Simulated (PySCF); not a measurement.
## Radial density of Ni (nickel, neutral)

PBE, [Ar] 3d8 4s2, high-spin 3F determinant. Calculation: PySCF 2.14, in cc-pVDZ-DK; the spin-free X2C one-electron Hamiltonian (Gaussian nucleus).

| r (bohr) | 4πr²ρ (e/bohr) | 4πr²(ρα − ρβ) |
| --- | --- | --- |
| 0.000960 | 0.2574 | 0.0000 |
| 0.00161 | 0.6447 | 0.0000 |
| 0.00271 | 1.581 | 0.0001 |
| 0.00457 | 3.739 | 0.0002 |
| 0.00768 | 8.325 | 0.0004 |
| 0.0129 | 16.65 | 0.0008 |
| 0.0217 | 27.69 | 0.0013 |
| 0.0365 | 34.06 | 0.0016 |
| 0.0615 | 29.02 | 0.0038 |
| 0.103 | 28.93 | 0.0271 |
| 0.174 | 38.51 | 0.1753 |
| 0.293 | 22.22 | 0.7957 |
| 0.492 | 18.02 | 1.8829 |
| 0.828 | 16.73 | 1.7942 |
| 1.39 | 4.553 | 0.6842 |
| 2.34 | 1.335 | 0.1074 |
| 3.94 | 0.3508 | -0.0085 |
| 6.63 | 0.01757 | -0.0019 |
| 11.1 | 5.806e-05 | 0.0000 |

Densities and radii are taken from the X2C orbitals without a picture-change correction, which distorts them close to the nucleus.

(1) Where is the radial spin density 4πr²(ρα − ρβ) most negative, and why is it negative at all?

Results:

(1) Around r = 3.94 bohr, down to -0.0085 e/bohr: exchange with the open shell polarises the paired shells in an unrestricted calculation.
